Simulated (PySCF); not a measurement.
# Correlation energy of Nd⁴³⁺ (neodymium, charge +43)

[Ne] 3s2 3p5, 2P determinant. Computed with PySCF 2.14 in an uncontracted even-tempered set (18 s from 8.4 bohr⁻², ratio 2.5; 12 p from 11 bohr⁻², ratio 2.5; 4 d from 48 bohr⁻², ratio 2.7; 4 f from 71 bohr⁻², ratio 2.7), with scalar relativity by spin-free X2C-1e. Frozen: 1s2; 15 electrons correlated; the 21 highest virtual orbitals of each spin left out.

```
  level  correlation energy (mhartree)
   CCSD                        -630.05
    (T)                          -0.97
CCSD(T)                        -631.02
```

Diagnostics: T1 = 0.00044, D1 = 0.0020, largest double amplitude 0.019.

Spin-orbit coupling, absent here, splits the open shell strongly.

Cost of the coupled-cluster step: roughly 18 core-seconds, for 15 correlated electrons.

At this charge the one-electron X2C treatment keeps the bare 1/r₁₂, with no two-electron picture change or Breit term. The effect here is smaller than on the frozen 1s shell; and a scalar Hamiltonian misses the large spin-orbit splitting of the p shells, which matters for ns² → np² pairs.
